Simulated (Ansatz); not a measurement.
C3H8SSi can be A, `C=CCS[SiH3]`, or B, `C=CC([SiH3])S`.

Isolated molecules relaxed with PBE0-D4/def2-TZVP in Ansatz; ΔE leaves out vibrations. CBS: MP2 limit from def2 TZ/QZ plus the TZ coupled-cluster correction, frozen cores. DFT in def2-TZVPP. B3LYP here is the variant with VWN-RPA as its local correlation; programs differ in this. Each species was taken in one conformer, which may not be the lowest.

Problem. Which isomer does CCSD(T)/CBS put lower? Give the gap. (Best estimate.)

Solution. Ansatz gave: A, by 62.7 kJ/mol.

Problem. Give E(B) − E(A) in kJ/mol with CCSD(T)/def2-SVP, BLYP-D4, HF/def2-TZVPP, B3LYP, ωB97M-V, LDA (SPW92), r2SCAN-D4. (Estimate.)

Solution. The calculation gave: CCSD(T)/def2-SVP 56.4, BLYP-D4 62.3, HF/def2-TZVPP 66.4, B3LYP 63.1, ωB97M-V 61.9, LDA (SPW92) 59.1, r2SCAN-D4 65.4. None reverses the order clearly.

Problem. Does the order hold for the free energy at 298.15 K (harmonic terms from PBE0-D4)? (Estimate.)

Solution. Computed: Yes: G(B) − G(A) = +54.8 kJ/mol, for one conformer each.

Largest T1 diagnostic: 0.011.

At CCSD(T), def2-SVP lies −6.3 kJ/mol from the extrapolated value and def2-TZVPP −2.7 kJ/mol. In def2-TZVPP, CCSD(T) changes the Hartree–Fock value by −6.4 kJ/mol (the triples alone add −0.2 kJ/mol) and MP2 by −5.3 kJ/mol.
